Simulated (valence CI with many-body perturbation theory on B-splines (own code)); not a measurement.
## E1 line list for Er19+

Calculated by valence CI with perturbative core correlation (CI+MBPT): three valence electrons over a frozen Dirac-Fock core [Kr] 4d10, radial functions for each j: 8 s, 8 p, 9 d, 9 f, 6 g, 3 h, 2 i, with the one-electron correlation potential Σ1, the two-electron term Σ2, the three-electron term Σ3, Breit, model QED; selected CI, second order for the rest, scaled by the run's own slope (own B-spline code, finite nucleus).

No measured levels were compared; by estimate terms of the open shell hold to a few per cent of their energy, and close levels can change places. Core correlation moves these levels by up to 42000 cm⁻¹, and in measured spectra 5 to 20 % of such shifts remained as error; rates that hang on mixing are uncertain with them.

Lines 101 to 150 of 211 in falling wavelength, among levels below 425430 cm⁻¹, chosen from the strongest by gf and those to the six lowest levels. Wavelengths and rates use the calculated energies, so an error of 2000 cm⁻¹ moves a line at 30.50 nm by 0.61 % and its rate by three times that or more. Electric multipoles are in the length gauge, E1 and E2 with the static RPA response of the core. Weak lines are less certain than strong ones. Lines between different terms over intervals too small for the method are left out, as are lines whose strength nearly cancels. Where a level lies close to another of its J and parity, the split of strength between their lines is uncertain. The highest levels of a list are the least certain.

Names give the largest LS component (configuration and term), which can be under half, so a name can repeat, a term be missing and a line seem to break the LS rules; names also repeat where a configuration has a term twice. Letters in brackets count levels of one name in rising energy.

| λ vac (nm) | Upper | Lower | A (s⁻¹) | log gf | Branch % |
| --- | --- | --- | --- | --- | --- |
| 30.50 | 4f²5s ²I_11/2 | 4f³ ²H°_9/2 [b] | 5.37e+04 | -5.05 | 8.0 |
| 30.49 | 4f²5s ⁴F_9/2 | 4f³ ⁴F°_9/2 | 2.69e+04 | -5.43 | 12.2 |
| 30.49 | 4f²5s ²P_1/2 | 4f³ ²D°_3/2 [c] | 1.98e+05 | -5.26 | 9.9 |
| 30.47 | 4f²5s ²D_5/2 | 4f³ ⁴D°_3/2 | 2.46e+04 | -5.69 | 4.0 |
| 30.44 | 4f²5s ²H_9/2 | 4f³ ⁴F°_7/2 | 4.15e+03 | -6.24 | 2.0 |
| 30.42 | 4f²5s ²D_5/2 | 4f³ ⁴D°_5/2 | 4.66e+04 | -5.41 | 7.6 |
| 30.36 | 4f²5s ²F_7/2 | 4f³ ²G°_9/2 [a] | 1.21e+05 | -4.87 | 31.8 |
| 30.35 | 4f²5s ⁴F_5/2 | 4f³ ⁴F°_5/2 | 8.49e+04 | -5.15 | 31.9 |
| 30.32 | 4f²5s ⁴H_11/2 | 4f³ ²H°_9/2 [a] | 8.91e+03 | -5.83 | 10.9 |
| 30.30 | 4f²5s ²D_3/2 | 4f³ ⁴D°_5/2 | 5.50e+04 | -5.52 | 9.6 |
| 30.16 | 4f²5s ²I_13/2 | 4f³ ²I°_13/2 | 3.14e+05 | -4.22 | 49.5 |
| 30.14 | 4f²5s ²I_11/2 | 4f³ ²I°_13/2 | 7.28e+03 | -5.92 | 1.1 |
| 30.13 | 4f²5s ²F_5/2 | 4f³ ⁴G°_7/2 | 1.01e+05 | -5.08 | 28.6 |
| 30.10 | 4f²5s ⁴F_7/2 | 4f³ ⁴F°_7/2 | 9.89e+04 | -4.97 | 38.4 |
| 30.09 | 4f²5s ⁴F_3/2 | 4f³ ⁴F°_3/2 | 1.17e+05 | -5.20 | 48.4 |
| 30.08 | 4f²5s ⁴P_3/2 | 4f³ ⁴D°_1/2 | 2.51e+04 | -5.87 | 3.3 |
| 30.05 | 4f²5s ⁴P_1/2 | 4f³ ⁴D°_3/2 | 3.63e+04 | -6.01 | 7.0 |
| 30.00 | 4f²5s ²I_13/2 | 4f³ ²L°_15/2 | 9.28e+03 | -5.76 | 1.5 |
| 29.91 | 4f²5s ²D_5/2 | 4f³ ²D°_5/2 [a] | 8.44e+04 | -5.17 | 13.9 |
| 29.87 | 4f²5s ²F_5/2 | 4f³ ⁴G°_5/2 | 8.67e+03 | -6.16 | 2.4 |
| 29.86 | 4f²5s ²H_9/2 | 4f³ ²H°_9/2 [a] | 1.13e+04 | -5.82 | 5.6 |
| 29.86 | 4f²5s ²H_11/2 | 4f³ ²H°_11/2 [a] | 6.59e+04 | -4.98 | 19.3 |
| 29.82 | 4f²5s ⁴P_5/2 | 4f³ ⁴D°_7/2 | 3.31e+04 | -5.58 | 3.9 |
| 29.81 | 4f²5s ⁴F_5/2 | 4f³ ⁴F°_3/2 | 6.57e+04 | -5.28 | 24.7 |
| 29.80 | 4f²5s ²D_3/2 | 4f³ ²D°_5/2 [a] | 1.33e+05 | -5.15 | 23.1 |
| 29.79 | 4f²5s ⁴F_7/2 | 4f³ ⁴F°_5/2 | 3.25e+04 | -5.46 | 12.6 |
| 29.78 | 4f²5s ²P_3/2 | 4f³ ²D°_3/2 [c] | 1.71e+05 | -5.04 | 8.8 |
| 29.61 | 4f²5s ²F_7/2 | 4f³ ⁴G°_9/2 | 3.88e+04 | -5.39 | 10.2 |
| 29.61 | 4f²5s ⁴P_3/2 | 4f³ ⁴D°_3/2 | 6.55e+04 | -5.46 | 8.6 |
| 29.56 | 4f²5s ⁴P_3/2 | 4f³ ⁴D°_5/2 | 2.17e+04 | -5.94 | 2.9 |
| 29.55 | 4f²5s ²I_13/2 | 4f³ ²I°_11/2 | 9.10e+04 | -4.78 | 14.4 |
| 29.53 | 4f²5s ⁴F_7/2 | 4f³ ²H°_9/2 [a] | 7.35e+03 | -6.11 | 2.9 |
| 29.53 | 4f²5s ²I_11/2 | 4f³ ²I°_11/2 | 2.90e+05 | -4.34 | 43.4 |
| 29.48 | 4f²5s ²G_7/2 | 4f³ ⁴F°_7/2 | 5.12e+03 | -6.27 | 2.0 |
| 29.43 | 4f²5s ²D_3/2 | 4f³ ²P°_1/2 | 7.60e+04 | -5.40 | 13.2 |
| 29.42 | 4f²5s ²F_5/2 | 4f³ ⁴F°_7/2 | 6.19e+04 | -5.32 | 17.5 |
| 29.41 | 4f²5s ²F_5/2 | 4f³ ⁴S°_3/2 | 7.59e+03 | -6.23 | 2.1 |
| 29.34 | 4f²5s ⁴F_9/2 | 4f³ ²H°_9/2 [a] | 6.85e+04 | -5.05 | 31.0 |
| 29.34 | 4f²5s ⁴H_9/2 | 4f³ ⁴I°_11/2 | 1.92e+04 | -5.61 | 27.6 |
| 29.31 | 4f²5s ²G_9/2 | 4f³ ²H°_11/2 [a] | 5.15e+03 | -6.18 | 2.4 |
| 29.29 | 4f²5s ²P_1/2 | 4f³ ⁴D°_1/2 | 3.76e+04 | -6.01 | 1.9 |
| 29.29 | 4f²5s ⁴P_5/2 | 4f³ ²D°_3/2 [b] | 1.23e+04 | -6.02 | 1.5 |
| 29.26 | 4f²5s ⁴H_11/2 | 4f³ ⁴I°_13/2 | 2.53e+04 | -5.41 | 31.0 |
| 29.19 | 4f²5s ²G_7/2 | 4f³ ⁴F°_5/2 | 5.59e+03 | -6.24 | 2.2 |
| 29.15 | 4f²5s ²G_9/2 | 4f³ ⁴F°_9/2 | 7.67e+04 | -5.01 | 35.0 |
| 29.14 | 4f²5s ⁴H_13/2 | 4f³ ⁴I°_15/2 | 2.56e+04 | -5.34 | 29.5 |
| 29.14 | 4f²5s ²F_5/2 | 4f³ ⁴F°_5/2 | 1.21e+04 | -6.03 | 3.4 |
| 29.13 | 4f²5s ²D_5/2 | 4f³ ²D°_3/2 [a] | 1.94e+04 | -5.83 | 3.2 |
| 29.08 | 4f²5s ⁴P_3/2 | 4f³ ²D°_5/2 [a] | 2.40e+04 | -5.92 | 3.2 |
| 29.03 | 4f²5s ²D_3/2 | 4f³ ²D°_3/2 [a] | 1.57e+05 | -5.10 | 27.2 |
